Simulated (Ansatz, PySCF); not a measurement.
System: sum formula SnOCl (charge -1, singlet). 
Coordinates optimised at B3LYP-D3(BJ)/def2-TZVP (Ansatz, a program for electronic structure):
```
Sn
O 1 1.8710
Cl 1 2.6259 2 106.36
```
Charge -1, spin multiplicity 1.

Total electronic energies in hartree. Cores are frozen in the correlated levels unless marked. No spin-orbit coupling. Frozen are the shells of the preceding noble gas and the d and f shells that filled before the atom's block. In def2 rows, elements after Kr have scalar-relativistic effective core potentials. STO-3G rows are all-electron and non-relativistic. CBS(X,Y): correlation extrapolated as X^-3; Hartree-Fock from the larger set.

The T1 diagnostic of CCSD in the largest basis is 0.026, which is high, so the coupled-cluster rows are less sure than usual.

```csv
level,program,energy (Eh)
revPBE-D4/def2-TZVPD,Ansatz + dftd4,-749.84910
revPBE/def2-TZVPD,Ansatz,-749.84187
M06-L-D4/def2-TZVPD,PySCF + dftd4,-750.03193
PBE0/STO-3G,Ansatz,-6494.14832
CAM-B3LYP-D4/def2-TZVPD,Ansatz + dftd4,-749.87229
B2PLYP-D4/def2-TZVPD,Ansatz + dftd4,-749.45247
"RI-MP2/CBS(def2-TZVPPD,def2-QZVPPD)",Ansatz,-748.4846
CCSD(T)/def2-SVPD,Ansatz,-748.06805
"CCSD(T)/CBS(def2-TZVPPD,def2-QZVPPD)",Ansatz,-748.5173
```

Totals of different functionals don't rank their quality; only differences between species are comparable.
